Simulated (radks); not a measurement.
Values are calculated unless marked as measured or tabulated.
Spherical quantum dot in the effective-mass picture: electrons in a well V = -V0 / (1 + exp((r - R)/a)) with V0 = 3.71, R = 13.7, a = 1.4, all in effective atomic units (hartree* = m*/eps^2 hartree, bohr* = eps/m* bohr), one dielectric constant everywhere. Level of theory: non-relativistic Kohn-Sham, LDA (Slater exchange, Perdew-Wang correlation), spin-polarised, spherical densities (a radial shooting solver with Libxc functionals). Levels are named by radial order and angular momentum (1s, 1p, 1d, 2s, ...), and open shells are averaged over m. Each electron was tried in the lowest free levels, single moves between levels near the top were tried too, and the lowest total energy was kept; such a search can miss a lower state. At N = 1 the Hartree and exchange-correlation terms need not cancel, so that row can carry a self-interaction error.

\begin{tabular}{lrrrrr}
N & open shells & 2S & E (hartree*) & mu = E(N) - E(N-1) (hartree*) & addition energy mu(N+1) - mu(N) (hartree*) \\ \hline
1 & 1s(up 1, down 0) & 1 & -3.65011 & -3.6501 & 0.1420 \\
2 & none & 0 & -7.15827 & -3.5082 & 0.1528 \\
3 & 1p(up 1, down 0) & 1 & -10.5137 & -3.3554 & 0.1100 \\
4 & 1p(up 2, down 0) & 2 & -13.7590 & -3.2454 & 0.1101 \\
5 & 1p(up 3, down 0) & 3 & -16.8943 & -3.1353 & 0.1283 \\
6 & 1p(up 3, down 1) & 2 & -19.9014 & -3.0070 & 0.1039 \\
7 & 1p(up 3, down 2) & 1 & -22.8045 & -2.9031 & 0.1039 \\
8 & none & 0 & -25.6037 & -2.7992 & 0.1404 \\
9 & 1d(up 1, down 0) & 1 & -28.2626 & -2.6589 & 0.1002 \\
10 & 1d(up 2, down 0) & 2 & -30.8212 & -2.5586 & 0.09981 \\
11 & 1d(up 3, down 0) & 3 & -33.2800 & -2.4588 & 0.09930 \\
12 & 1d(up 4, down 0) & 4 & -35.6395 & -2.3595 & 0.09876 \\
13 & 1d(up 5, down 0) & 5 & -37.9003 & -2.2608 & 0.1166 \\
14 & 1d(up 5, down 1) & 4 & -40.0444 & -2.1442 & 0.09600 \\
15 & 1d(up 5, down 2) & 3 & -42.0926 & -2.0481 & 0.09577 \\
16 & 1d(up 5, down 3) & 2 & -44.0450 & -1.9524 & 0.09546 \\
17 & 1d(up 5, down 4) & 1 & -45.9019 & -1.8569 & 0.09510 \\
18 & none & 0 & -47.6637 & -1.7618 & 0.1360 \\
19 & 1f(up 1, down 0) & 1 & -49.2896 & -1.6258 & 0.09318 \\
20 & 1f(up 2, down 0) & 2 & -50.8222 & -1.5327 & 0.09288 \\
21 & 1f(up 3, down 0) & 3 & -52.2620 & -1.4398 & 0.09256 \\
22 & 1f(up 4, down 0) & 4 & -53.6093 & -1.3472 & 0.09225 \\
23 & 1f(up 5, down 0) & 5 & -54.8642 & -1.2550 & 0.09193 \\
24 & 1f(up 6, down 0) & 6 & -56.0273 & -1.1631 & 0.09161 \\
25 & 1f(up 7, down 0) & 7 & -57.0987 & -1.0714 & 0.1086 \\
26 & 1f(up 7, down 1) & 6 & -58.0616 & -0.96287 & 0.09011 \\
27 & 1f(up 7, down 2) & 5 & -58.9344 & -0.87275 & 0.08990 \\
28 & 1f(up 7, down 3) & 4 & -59.7172 & -0.78285 & 0.08968 \\
29 & 1f(up 7, down 4) & 3 & -60.4104 & -0.69317 & 0.08944 \\
30 & 1f(up 7, down 5) & 2 & -61.0141 & -0.60373 & 0.08920 \\
31 & 1f(up 7, down 6) & 1 & -61.5286 & -0.51453 & 0.08896 \\
32 & none & 0 & -61.9542 & -0.42556 & - \\
\end{tabular}

All shells are closed at N = 2, 8, 18, 32 (there: 1s2 1p6 1d10 1f14); the second difference of the energy has clear peaks (12 % above both neighbours; the first and last values, which can be the largest, are not judged, and half-filled shells can peak too) at N = 5, 8, 13, 18, 25.
